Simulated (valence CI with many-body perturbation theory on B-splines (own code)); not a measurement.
Os⁶¹⁺: calculated level list

Calculated by configuration interaction combined with many-body perturbation theory (CI+MBPT): five valence electrons over a frozen Dirac-Fock core [Ne], radial functions for each j: 11 s, 11 p, 10 d, 8 f, 5 g, 2 h, with the one-electron correlation potential Σ1 (screened to all orders), the two-electron term Σ2, the three-electron term Σ3, Breit, model QED; selected single and double excitations, second order for the rest, scaled by the run's own slope (own B-spline code, finite nucleus).

No measured spectrum was set against this ion. As an estimate, large intervals hold to a few tenths of a per cent, small ones and those within an open d or f shell to about a per cent. Among the levels kept, up to 3100 cm⁻¹ of a level comes from second order outside the variational space, and about a tenth of that is noise between levels of different J, which matters for small intervals.

Levels 46 to 90 of 172, with energies above the lowest level, (3s^2 3p1/2^2 3p3/2) J=3/2. "Leading %" is the weight of the configuration and term that name the level; weights of strongly mixed levels are sums over their largest components and can fall short, so below about 35 % the name and the second component can differ from the true leading terms, or belong to a minority configuration. In the jj column 3d3/2^4 stands for four electrons in 3d with j = 3/2. Lifetimes count E1, E2, E3, M1 and M2 decay at the calculated energies, and are blank where another channel may lead or the interval is too uncertain; long ones can be off by a factor of two.

```tsv
No.	Configuration	Term	J	E (Ry)	Leading %	Lifetime	g	Leading jj
46	3s2 3p 3d2	2D°	5/2	71.683	24	1.85 ps	1.053	3s^2 3p1/2 3d3/2 3d5/2 (95 %)
47	3s2 3p 3d2	4D°	3/2	72.174	42	1.91 ps	1.159	3s^2 3p1/2 3d3/2 3d5/2 (96 %)
48	3s2 3p 3d2	4P°	1/2	72.356	47	2.13 ps	1.783	3s^2 3p1/2 3d3/2 3d5/2 (96 %)
49	3s2 3p 3d2	2H°	9/2	72.448	51	2.92 ps	1.015	3s^2 3p1/2 3d3/2 3d5/2 (98 %)
50	3s 3p4	2D	5/2	72.823	62	697 fs	1.294	3s 3p1/2 3p3/2^3 (87 %)
51	3s 3p4	2P	1/2	74.342	46	369 fs	1.385	3s 3p1/2 3p3/2^3 (73 %)
52	3s 3p4	2P	3/2	74.523	38	308 fs	1.128	3s 3p1/2 3p3/2^3 (75 %)
53	3s2 3p 3d2	4D°	5/2	74.874	24	160 fs	1.148	3s^2 3p1/2 3d3/2 3d5/2 (82 %)
54	3s2 3p 3d2	2F°	7/2	75.135	40	201 fs	1.127	3s^2 3p1/2 3d3/2 3d5/2 (86 %)
55	3s2 3p 3d2	2P°	3/2	75.593	22	153 fs	1.321	3s^2 3p1/2 3d3/2 3d5/2 (83 %)
56	3s 3p2 3d2	4F	3/2	77.242	43	10.9 ps	0.457	3s 3p1/2^2 3d3/2^2 (97 %)
57	3s2 3p2 3d	2F	7/2	77.797	44	399 fs	1.096	3s^2 3p3/2^2 3d3/2 (98 %)
58	3s2 3p2 3d	2F	5/2	77.845	17	346 fs	1.132	3s^2 3p3/2^2 3d3/2 (65 %)
59	3s 3p2 3d2	4F	5/2	78.088	10	1.00 ps	1.078	3s 3p1/2^2 3d3/2^2 (72 %)
60	3s2 3p2 3d	4P	3/2	78.243	22	178 fs	1.179	3s^2 3p3/2^2 3d3/2 (75 %)
61	3s2 3p2 3d	4P	1/2	78.367	39	161 fs	1.677	3s^2 3p3/2^2 3d3/2 (75 %)
62	3s2 3p2 3d	2D	3/2	79.532	67	259 fs	0.822	3s^2 3p3/2^2 3d3/2 (89 %)
63	3s 3p2 3d2	4P	1/2	79.591	45	7.73 ps	2.290	3s 3p1/2^2 3d3/2^2 (96 %)
64	3s2 3p 3d2	4D°	7/2	79.652	34	1.31 ps	1.223	3s^2 3p1/2 3d5/2^2 (93 %)
65	3s2 3p 3d2	2G°	9/2	79.778	30	1.86 ps	1.117	3s^2 3p1/2 3d5/2^2 (97 %)
66	3s2 3p 3d2	2P°	3/2	80.412	28	1.20 ps	1.322	3s^2 3p1/2 3d5/2^2 (96 %)
67	3s2 3p 3d2	2F°	5/2	80.475	38	1.45 ps	1.092	3s^2 3p1/2 3d5/2^2 (97 %)
68	3s2 3p 3d2	2P°	1/2	82.470	68	1.19 ps	0.645	3s^2 3p1/2 3d5/2^2 (95 %)
69	3s2 3p2 3d	2F	7/2	82.526	50	147 ps	1.234	3s^2 3p3/2^2 3d5/2 (98 %)
70	3s2 3p2 3d	4F	9/2	82.673	62	741 ps	1.238	3s^2 3p3/2^2 3d5/2 (99 %)
71	3s2 3p2 3d	2P	1/2	83.393	58	7.99 ps	1.172	3s^2 3p3/2^2 3d5/2 (96 %)
72	3s 3p2 3d2	4F	7/2	84.797	29	3.21 ps	1.220	3s 3p1/2^2 3d3/2 3d5/2 (97 %)
73	3s2 3p2 3d	2D	5/2	84.960	74	222 ps	1.198	3s^2 3p3/2^2 3d5/2 (98 %)
74	3s 3p2 3d2	4F	5/2	85.142	21	2.95 ps	1.166	3s 3p1/2^2 3d3/2 3d5/2 (96 %)
75	3s 3p2 3d2	4P	3/2	85.651	28	2.69 ps	1.586	3s 3p1/2^2 3d3/2 3d5/2 (98 %)
76	3s2 3p2 3d	2P	3/2	85.864	43	1.30 ps	1.188	3s^2 3p3/2^2 3d5/2 (94 %)
77	3s2 3p2 3d	2D	5/2	86.224	24	1.30 ps	1.159	3s^2 3p3/2^2 3d5/2 (64 %)
78	3s 3p2 3d2	4F	9/2	86.236	27	2.52 ps	1.185	3s 3p1/2^2 3d3/2 3d5/2 (96 %)
79	3s 3p2 3d2	2F	5/2	86.415	12	1.76 ps	1.135	3s 3p1/2^2 3d3/2 3d5/2 (66 %)
80	3s 3p3 3d	6D°	3/2	86.485	24	1.25 ps	1.261	3s 3p1/2 3p3/2^2 3d3/2 (80 %)
81	3s 3p2 3d2	2G	7/2	86.867	32	2.59 ps	0.926	3s 3p1/2^2 3d3/2 3d5/2 (98 %)
82	3s 3p2 3d2	2D	3/2	86.890	20	2.68 ps	1.077	3s 3p1/2^2 3d3/2 3d5/2 (94 %)
83	3s 3p3 3d	6D°	1/2	87.231	44	1.08 ps	2.096	3s 3p1/2 3p3/2^2 3d3/2 (96 %)
84	3s 3p3 3d	4F°	5/2	87.346	37	1.40 ps	1.216	3s 3p1/2 3p3/2^2 3d3/2 (94 %)
85	3s 3p2 3d2	2P	1/2	87.372	35	2.47 ps	1.205	3s 3p1/2^2 3d3/2 3d5/2 (96 %)
86	3s 3p3 3d	4G°	7/2	88.240	34	1.04 ps	1.182	3s 3p1/2 3p3/2^2 3d3/2 (96 %)
87	3p5	2P°	3/2	88.460	51	355 fs	1.287	3p1/2^2 3p3/2^3 (51 %)
88	3s 3p3 3d	2G°	9/2	89.341	44	1.13 ps	1.149	3s 3p1/2 3p3/2^2 3d3/2 (97 %)
89	3s 3p3 3d	4F°	3/2	89.923	44	439 fs	0.791	3s 3p1/2 3p3/2^2 3d3/2 (89 %)
90	3s 3p3 3d	4D°	7/2	90.518	30	358 fs	1.224	3s 3p1/2 3p3/2^2 3d3/2 (85 %)
```
